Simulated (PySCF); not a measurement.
Si(2+): excitation energy

Si(2+) [Ne] 3s2 (1S) → Si(2+) [Ne] 3s1 4s1 (3S), as a difference of total energies. Calculation: PySCF 2.14, in dyall-acv3z; no relativity, point nucleus. Correlated levels: valence: [Ne] frozen; valence and next inner shell: 1s2 frozen; virtual orbitals above 40 to 60 times the deepest correlated orbital energy dropped. The calculations carry no spin-orbit coupling.

```tsv
method	excitation energy (eV)
UHF	17.795
LDA	18.770
PBE	18.620
PBE0	18.578
r2SCAN	18.461
wB97X-V	18.846
revPBE	18.534
BHandHLYP	18.890
MP2 (valence)	18.565
SCS-MP2 (valence)	18.826
MP2 (valence and next inner shell)	18.786
SCS-MP2 (valence and next inner shell)	18.999
```

Problem. How much does correlation contribute at MP2 (valence and next inner shell)?

Solution. 18.786 − (17.795) = 0.991 eV, measured against UHF.

The promoted electron is Rydberg-like, and one or two diffuse shells describe it only roughly, which tends to raise the upper state.
